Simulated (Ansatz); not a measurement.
```xyz
14

C     1.486   -0.954    0.632
Si    0.317    0.374    0.044
C     0.210    0.416   -1.817
Cl    1.069    2.204    0.676
Ge   -1.836    0.140    1.035
H     1.124   -1.939    0.326
H     2.480   -0.803    0.203
H     1.577   -0.944    1.720
H     1.200    0.571   -2.252
H    -0.443    1.223   -2.155
H    -0.189   -0.530   -2.194
H    -2.494   -1.185    0.601
H    -2.764    1.290    0.610
H    -1.736    0.137    2.570
```

The species carries charge 0 and has multiplicity 1.

(1) List the PBE0/def2-TZVPP orbital energies in eV (the Gaussian-basis code of Ansatz). (Estimate.)

Results:

(1) Computed: Occupied: -10859.66, -2767.04, -1803.33, -1357.96, -1207.77, -1207.77, -1207.77, -278.01, -278.01, -258.89, -197.17, -197.04, -197.04, -170.66, -145.55, -120.45, -120.45, -120.44, -100.27, -100.19, -100.17, -33.29, -33.29, -33.25, -33.22, -33.21, -22.83, -20.17, -19.54, -15.69, -13.45, -12.05, -11.97, -11.59, -11.49, -10.28, -9.93, -9.65, -9.43, -9.32, -8.58, -7.69. Lowest empty: 0.27, 0.56, 0.78, 1.13, 1.66, 2.16, 2.17, 2.38.
